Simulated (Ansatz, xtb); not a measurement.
## Relaxing a trial structure of FN2Si−

The starting geometry of this gas-phase singlet has its atoms placed at random.

```xyz
4

F    -0.2682   -1.0287   -0.7765
N     0.8300    0.3488    1.0812
N    -0.0295   -1.2964    0.6861
Si    1.2357   -0.8822   -0.8366
```

**Question.** One run relaxed it with r2SCAN-D4/def2-SVPD. What is a likely outcome?

**Answer.** It ends as a structure given below by its coordinates. Distances that change by over a tenth: F1–N3 (1.51 → 2.76 Å), F1–Si4 (1.51 → 1.74 Å). Contacts that close: N2–N3 (1.90 → 1.23 Å), N2–Si4 (2.31 → 1.91 Å).

The energy falls by 9.80 eV over 10 steps:

```csv
step,E − E(last) (eV)
1,9.803
2,6.460
3,2.527
4,1.170
5,0.359
6,0.054
7,0.006
8,0.000
9,0.000
10,0.000
```

Final geometry (Å):

| atom | x (Å) | y (Å) | z (Å) |
| --- | --- | --- | --- |
| F | -0.4574 | -0.8499 | -1.3883 |
| N | 0.6474 | 0.0577 | 0.9683 |
| N | 0.4814 | -1.1435 | 1.1861 |
| Si | 1.0966 | -0.9228 | -0.6119 |

From the same start GFN2-xTB reaches the same bonding as this run.

From so rough a start the end depends on the optimiser's path, so another program may land elsewhere. The end wasn't checked by frequencies. Run with Ansatz 0.2.0, 6.3 s on 2 threads of Intel(R) Xeon(R) 6975P-C (Granite Rapids) (shared host).
